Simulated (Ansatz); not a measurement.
Problem. Name a neutral molecule of C, Ga, Si and H with size of the dipole moment (PBE/def2-TZVPP) between 0.70 and 1.00 D and HOMO energy (PBE/def2-TZVPP) between -5.70 and -5.40 eV (Ansatz, PBE0-D4/def2-TZVP geometry).

Solution. `C1[CH2][GaH][SiH2]1` (0.80 D, -5.57 eV). Other molecules can fit too; these were computed, each in one conformer that needn't be the lowest.
